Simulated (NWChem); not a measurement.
# BeH2S; SMILES [BeH][SH]

Results from NWChem. Medium grid unless said otherwise, to which SCAN and Minnesota functionals are sensitive. All runs use the structure optimised with PBE0/def2-SVP. Total energies of different functionals are on different scales.

| level | energy (Ha) | highest occupied level (eV) | orbital gap (eV) | dipole (D) |
|---|---|---|---|---|
| B3LYP/def2-SVP | -414.0471 | -7.44 | 6.37 | 0.88 |
| PBE/def2-SVP | -413.8052 | -6.56 | 4.85 | 0.92 |
| BLYP/def2-SVP | -414.0039 | -6.33 | 4.78 | 0.86 |
| TPSS/def2-SVP | -414.0539 | -6.67 | 5.14 | 0.91 |
| r2SCAN0/def2-SVP | -413.9752 | … | … | … |
| HCTH/407/def2-SVP | -414.0897 | -6.69 | 4.98 | 0.90 |
| RPBE/def2-SVP | -413.9881 | -6.54 | 4.89 | 0.90 |

Question: Complete the blanks.

Answer: 
- r2SCAN0/def2-SVP, highest occupied level (eV): -7.93
- r2SCAN0/def2-SVP, orbital gap (eV): 7.30
- r2SCAN0/def2-SVP, dipole (D): 1.00
